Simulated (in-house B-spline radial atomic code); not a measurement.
**The hafnium ion Hf⁴⁺: [Ar] (3d3/2)4 (3d5/2)5 4s2 4p6 (4d3/2)3 (4d5/2)6 4f14 5s2 5p6 5d2 (with a hole in an inner shell)**

Computed with a B-spline radial code for spherical atoms: Dirac-Kohn-Sham B3LYP, spherical fractional occupations, Fermi nucleus of rms radius 5.347 fm.

Effective charges: Z_r = [3n² - l(l+1)]/(2<r>) from the radius, Z_e = n√(-2ε) from the energy, and Slater's rules. Values are occupation-weighted means over j. An effective charge above Z reflects the relativistic contraction of the inner shells.

```json
{"shell": "1s", "electrons": "2", "ε (eV)": "-65429", "<r> (bohr)": "0.01899", "Z_r": "78.99", "Z_e": "69.35", "Slater": "71.70"}
{"shell": "2s", "electrons": "2", "ε (eV)": "-11321", "<r> (bohr)": "0.07973", "Z_r": "75.26", "Z_e": "57.69", "Slater": "67.85"}
{"shell": "2p", "electrons": "6", "ε (eV)": "-10022", "<r> (bohr)": "0.07124", "Z_r": "70.19", "Z_e": "54.28", "Slater": "67.85"}
{"shell": "3s", "electrons": "2", "ε (eV)": "-2662.1", "<r> (bohr)": "0.2072", "Z_r": "65.15", "Z_e": "41.96", "Slater": "60.75"}
{"shell": "3p", "electrons": "6", "ε (eV)": "-2267.1", "<r> (bohr)": "0.2065", "Z_r": "60.54", "Z_e": "38.73", "Slater": "60.75"}
{"shell": "3d", "electrons": "9", "ε (eV)": "-1775.2", "<r> (bohr)": "0.1874", "Z_r": "56.04", "Z_e": "34.27", "Slater": "51.20"}
{"shell": "4s", "electrons": "2", "ε (eV)": "-592.07", "<r> (bohr)": "0.4636", "Z_r": "51.76", "Z_e": "26.39", "Slater": "45.10"}
{"shell": "4p", "electrons": "6", "ε (eV)": "-459.33", "<r> (bohr)": "0.4902", "Z_r": "46.92", "Z_e": "23.24", "Slater": "45.10"}
{"shell": "4d", "electrons": "9", "ε (eV)": "-278.99", "<r> (bohr)": "0.5247", "Z_r": "40.02", "Z_e": "18.11", "Slater": "34.20"}
{"shell": "5s", "electrons": "2", "ε (eV)": "-121.18", "<r> (bohr)": "1.09", "Z_r": "34.39", "Z_e": "14.92", "Slater": "16.20"}
{"shell": "5p", "electrons": "6", "ε (eV)": "-86.422", "<r> (bohr)": "1.247", "Z_r": "29.28", "Z_e": "12.60", "Slater": "16.20"}
{"shell": "4f", "electrons": "14", "ε (eV)": "-83.183", "<r> (bohr)": "0.6063", "Z_r": "29.69", "Z_e": "9.89", "Slater": "23.45"}
{"shell": "5d", "electrons": "2", "ε (eV)": "-42.765", "<r> (bohr)": "1.699", "Z_r": "20.31", "Z_e": "8.86", "Slater": "5.65"}
```

The least bound orbital is 5d5/2 at -42.39 eV, and it is also the most diffuse (<r> = 1.714 bohr). The part-filled 3d shell lies below the filled 4f shell in orbital energy.

For the 1s electron the small component carries 7.33 % of the norm, the zero-frequency Breit interaction raises the level by 222.5 eV, self-energy by 137.7 eV, and vacuum polarisation lowers it by 25.27 eV.

Caution: exact exchange at fractional occupations of open shells leaves self-interaction of up to several eV.
